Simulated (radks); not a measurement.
Ce52+, 6 electrons, occupied as [He] 2s2 2p2 (the NIST ground configuration).

Method: Dirac Kohn-Sham, LDA (Slater exchange, Perdew-Wang correlation), spin-unpolarised, spherical densities, finite nucleus; open shells fill j = l - 1/2 first; Fermi nuclear charge, rms radius 4.8771 fm; computed with a radial shooting solver on a logarithmic mesh with Libxc functionals.

Energy parts (eV):
part                      energy
total                 -138947.36
kinetic                154122.30
electron-nucleus      -298661.93
Hartree                  7251.57
exchange-correlation    -1659.30

Orbitals (lengths in bohr, moments of r in powers of bohr):
[
 {"orbital": "1s1/2", "occ.": "2", "eigenvalue (eV)": "-45062.96", "<r^4>": "1.751e-06", "<r>": "0.02452", "small-component weight": "4.62e-02"},
 {"orbital": "2s1/2", "occ.": "2", "eigenvalue (eV)": "-10630.39", "<r^4>": "0.0002391", "<r>": "0.1005", "small-component weight": "1.09e-02"},
 {"orbital": "2p1/2", "occ.": "2", "eigenvalue (eV)": "-10428.20", "<r^4>": "0.0001433", "<r>": "0.08362", "small-component weight": "1.08e-02"},
 {"orbital": "2p3/2", "occ.": "0", "eigenvalue (eV)": "-9930.172", "<r^4>": "0.0001757", "<r>": "0.08923", "small-component weight": "1.03e-02"}
]

The highest occupied level is 2p1/2 at -10428.2 eV. The electron density at the nucleus is 3.755e+05 e/bohr^3. Summed over all electrons, <r^2> = 0.04255 bohr^2, which gives a Langevin (diamagnetic) susceptibility term of -0.0337 x 10^-6 cm^3/mol. For comparison, the ionisation energy in NIST's Atomic Spectra Database is 10542 eV (theoretical). In exact Kohn-Sham theory the highest level is minus the ionisation energy, but local and semilocal functionals leave it too shallow, through self-interaction and a potential that decays too fast; potentials with the right tail come closer.

Beside tabulated values, note that spin-unpolarised runs miss the spin-polarisation part of the exchange energy of open shells.
